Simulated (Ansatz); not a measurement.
A single point on `N[Si]1(I)CO1`.

```yaml
crystal:
  periodic: [false, false, false]
  atoms:
    - {symbol: N, position_ang: [0.536097, 0.827564, -1.348184]}
    - {symbol: Si, position_ang: [0.093266, -0.343603, -0.226429]}
    - {symbol: I, position_ang: [1.122679, -2.428030, -0.896127]}
    - {symbol: C, position_ang: [-0.466751, -0.110227, 1.463236]}
    - {symbol: O, position_ang: [-1.443754, -0.350670, 0.335869]}
    - {symbol: H, position_ang: [0.109118, 1.737783, -1.381867]}
    - {symbol: H, position_ang: [1.217179, 0.663227, -2.067554]}
    - {symbol: H, position_ang: [-0.602692, 0.873101, 1.909469]}
    - {symbol: H, position_ang: [-0.476642, -0.915444, 2.194488]}
basis:
  gaussian: {orbitals: def2-QZVPP}
correlation: {method: mp2}
```

```sh
$ ansatz run in.yaml --threads 4 --pin off --events-out ev --progress --plain --max-ram 10444MiB
```

It prints (some lines left out):

```
Functional definition: HF
2677 factors; integrals over basis functions are off by at most 1.1e-3 eV
mean field evaluation 1: about -20547.1610 eV, gradient 4.8e1 eV
mean field evaluation 2: about -20547.3096 eV, gradient 4.8e1 eV
mean field evaluation 4: about -20551.8354 eV, gradient 4.8e0 eV
mean field evaluation 8: about -20551.9054 eV, gradient 3.9e-1 eV
mean field -20551.90593952 eV, -755.2686126952 hartree, gradient 1.4e-6 eV, S^2 0.000000; 0 other end points of the search recorded, 0 dependent functions left out
12 core orbitals not correlated: weight in the atoms' cores, before any rotation towards them, 1.000 or more for the frozen orbitals, at most 0.000 for the correlated occupied ones
reference -20551.90593952 eV, -755.2686126952 hartree; 20, 20 occupied and 411, 411 virtual orbitals, 2677 factors
second order -39.46534207 eV of doubles, -0.00000000 eV of singles
Total energy: -20591.37128159 eV, -756.7189372658 hartree
```

It took 18 s on 4 threads of an Intel Xeon Platinum 8488C on a shared host, with 2.5 GiB of host memory at the peak.
